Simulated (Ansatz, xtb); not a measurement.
**C7H8: 4 structures ranked**

4 gas-phase structures of C7H8, from a drawn sample of its isomers (lower ones may exist). Each was relaxed with GFN2-xTB; where two conformers were screened, the lower at r2SCAN-D4/def2-SVP is listed:

A. `C#CCCCC#C`, a singlet
B. `C#CC(C)(C)C#C`, a singlet
C. `C#CC(C#C)CC`, a singlet
D. `C#CC[C@@H](C)C#C`, a singlet

Question: Estimate their order in r2SCAN-D4/def2-SVP energy at these geometries, lowest first.

Answer: Calculated order at r2SCAN-D4/def2-SVP: A (0.000), D (0.005), B (0.146), C (0.175) eV. Less than 1 kcal/mol parts A and D; B and C, so the order within those pairs means little.

Energies above the lowest of each column, in eV; the last columns are at PBE-D3(BJ)/def2-SVP geometries:

```json
{"structure": "A", "GFN2-xTB": "0.025", "HF/STO-3G": "0.000", "r2SCAN-D4/def2-SVP": "0.000", "PBE-D3(BJ)/def2-SVP": "0.000", "CCSD(T)/def2-SVP + ΔMP2/def2-TZVPP": "0.016"}
{"structure": "D", "GFN2-xTB": "0.000", "HF/STO-3G": "0.007", "r2SCAN-D4/def2-SVP": "0.005", "PBE-D3(BJ)/def2-SVP": "0.018", "CCSD(T)/def2-SVP + ΔMP2/def2-TZVPP": "0.000"}
{"structure": "B", "GFN2-xTB": "0.015", "HF/STO-3G": "0.082", "r2SCAN-D4/def2-SVP": "0.146", "PBE-D3(BJ)/def2-SVP": "0.181", "CCSD(T)/def2-SVP + ΔMP2/def2-TZVPP": "0.057"}
{"structure": "C", "GFN2-xTB": "0.080", "HF/STO-3G": "0.085", "r2SCAN-D4/def2-SVP": "0.175", "PBE-D3(BJ)/def2-SVP": "0.173", "CCSD(T)/def2-SVP + ΔMP2/def2-TZVPP": "0.135"}
```

CCSD(T)/def2-SVP + ΔMP2/def2-TZVPP has A and D within 1 kcal/mol of each other at the bottom, and every level picks one of them. CCSD(T)/def2-SVP + ΔMP2/def2-TZVPP orders those it was run on as D (0.000), A (0.016), B (0.057), C (0.135) eV. Less than 1 kcal/mol parts D and A; A and B, so the order within those pairs means little. Flexible structures stand in one conformer each, not always the lowest. ΔMP2 is the change of the MP2 energy from the smaller to the larger basis.

Over these structures GFN2-xTB departs from r2SCAN-D4/def2-SVP by 0.062 eV on average once a common shift is removed. A GFN2-xTB relaxation took about 0.089 s and the r2SCAN-D4/def2-SVP energy about 3.6 s on a shared host (Ansatz 0.2.0, xtb 6.7.1).
